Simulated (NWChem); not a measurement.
Species: CH₃FO₂Si; SMILES O=C(O)[SiH2]F

```xyz
8

O     -0.7372     1.7364    -0.5774
C      0.0419     0.9153    -0.1629
O      1.1985     1.2248     0.4231
Si    -0.3886    -0.9410    -0.3476
F      0.7696    -1.8984     0.2631
H      1.2619     2.1970     0.4373
H     -1.6519    -1.1736     0.3966
H     -0.5285    -1.2154    -1.7998
```
Atoms are numbered in this order, from 1.

All runs: NWChem. Pople sets run with spherical d functions. Coordinates come from a PBE0/def2-SVP optimisation. Vzz is the largest principal value of the second derivative of the potential at the nucleus (NWChem prints the opposite sign); η is the asymmetry. Non-relativistic.

```csv
level,Vzz O1 (a.u.),η O1,Vzz O3 (a.u.),η O3
PBE0/6-31G*,-1.392,0.13,1.414,0.49
PBE0/def2-SVP,?,0.20,?,0.45
PBE/def2-TZVP,-1.307,0.28,1.407,0.38
PBE/def2-SVP,-1.309,0.17,1.427,0.40
```

Q: Complete the blanks.

A: 
- PBE0/def2-SVP, Vzz O1 (a.u.): -1.418
- PBE0/def2-SVP, Vzz O3 (a.u.): 1.472
